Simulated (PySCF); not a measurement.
Isomers of C4H9F2N. Theory: PySCF, TDDFT PBE0/def2-SVPD, vertical, gas phase, core orbitals frozen in the response. Geometries: GFN2-xTB; one conformer of each isolated species. Triplets are in the Tamm–Dancoff approximation.

A. `CN(C)CC(F)F`
B. `CCNCC(F)F`
C. `C[C@H](C(F)F)NC`

Lowest singlet levels (six at most, fewer where fewer were computed) with oscillator strengths:

1. 203 nm (f 0.005); 184 nm (f 0.010); 180 nm (f 0.018); 172 nm (f 0.018); 161 nm (f 0.006); 153 nm (f 0.007); T1 5.87 eV
2. 200 nm (f 0.022); 180 nm (f 0.024); 175 nm (f 0.013); 170 nm (f 0.028); 165 nm (f 0.076); 159 nm (f 0.009); T1 6.01 eV
3. 195 nm (f 0.003); 177 nm (f 0.035); 173 nm (f 0.029); 168 nm (f 0.032); 160 nm (f 0.051); 151 nm (f 0.017); T1 6.14 eV

Problem. Which spectrum belongs to which structure?

Solution. 1 = C, 2 = A, 3 = B.
- A: S1 at 6.20 eV, HOMO→LUMO (98%); Löwdin shares by element: HOMO nitrogen 57%, carbon 23% or more (atoms not listed hold the other 19%); LUMO carbon 43% or more, hydrogen 8% or more (atoms not listed hold the other 50%); HOMO -6.69 and LUMO 0.68 eV.
- B: S1 at 6.36 eV, HOMO→LUMO (96%); Löwdin shares by element: HOMO nitrogen 59%, carbon 20% or more, hydrogen 6% or more (atoms not listed hold the other 15%); LUMO carbon 44% or more, hydrogen 8% or more (atoms not listed hold the other 48%); HOMO -6.97 and LUMO 0.67 eV.
- C: S1 at 6.09 eV, HOMO→LUMO (93%); Löwdin shares by element: HOMO nitrogen 56%, carbon 19% or more, hydrogen 6% or more (atoms not listed hold the other 19%); LUMO hydrogen 32% or more, carbon 21% or more (atoms not listed hold the other 47%); HOMO -6.74 and LUMO 0.67 eV.
A and C have S1 within 0.11 eV of each other; their strongest listed levels stand at 7.50 eV (f 0.076) and 6.88 eV (f 0.018).

Without π bonds the low states may be Rydberg-like; a valence basis with one diffuse set may place them up to an eV too high.
